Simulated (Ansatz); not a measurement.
# Counterpoise correction, worked out

The pair of Br⁻ (SMILES [Br-], atom 1) and C2H4 (SMILES C=C, atoms 2–7), both closed shells, in one local arrangement (a lower one may exist), relaxed at PBE0-D4/def2-TZVPD:

Br1  (0.267, -0.360, -3.547)
C2  (0.422, 0.013, 1.059)
C3  (-0.510, 0.107, 0.122)
H4  (1.453, -0.206, 0.799)
H5  (0.200, 0.146, 2.115)
H6  (-1.542, 0.326, 0.390)
H7  (-0.290, -0.027, -0.939)
(Å)

Program: Ansatz 0.2.0. Basis: def2-TZVPPD. Cores are frozen in the correlated methods. Filled d shells of the heavier atoms are correlated. The def2 sets are not built for correlating such inner shells, so the correlated values are less sure here.

CCSD(T) total energies in eV:

| system | geometry | basis functions | energy |
| --- | --- | --- | --- |
| pair | pair | all | -72143.78749 |
| Br⁻ | as in the pair | all (partner as ghosts) | -70009.12030 |
| C2H4 | as in the pair | all (partner as ghosts) | -2134.49582 |
| Br⁻ | as in the pair | its own | -70009.07907 |
| C2H4 | as in the pair | its own | -2134.49332 |
| Br⁻ | free (PBE0-D4 minimum) | its own | -70009.07907 |
| C2H4 | free (PBE0-D4 minimum) | its own | -2134.49510 |

Work out the interaction energy with and without the counterpoise correction, the superposition error, and the binding energy from the relaxed fragments.

Without correction: -72143.78749 − (-70009.07907) − (-2134.49332) = -0.21510 eV.
With correction (each fragment in the whole basis): -72143.78749 − (-70009.12030) − (-2134.49582) = -0.17137 eV = -3.95 kcal/mol.
The superposition error is the difference, 0.04373 eV, 20 % of the uncorrected value: each fragment borrows its partner's functions.
Deformation from the free shapes: 0.00000 eV for Br⁻ and 0.00178 eV for C2H4.
Binding energy from relaxed fragments: -0.17137 + 0.00000 + 0.00178 = -0.16959 eV = -3.91 kcal/mol (electronic, without zero-point energy; negative means bound). For comparison, the corrected interaction energy by CCSD(T) at an estimated basis limit (MP2 extrapolated from triple and quadruple zeta, plus CCSD(T) − MP2 in triple zeta) is -0.193 eV; triple zeta with the correction binds less.

No T1 diagnostic of these runs exceeds 0.011.

For scale, one of the runs: CCSD(T)/def2-TZVPPD, 199 basis functions, launched by `ansatz run in.yaml --threads 4 --pin off --events-out ev --progress --plain --max-ram 9574MiB`. Hardware: 4 CPU threads of an AMD EPYC 9R45, shared host. Wall time 16 s; peak host memory 2.5 GiB.
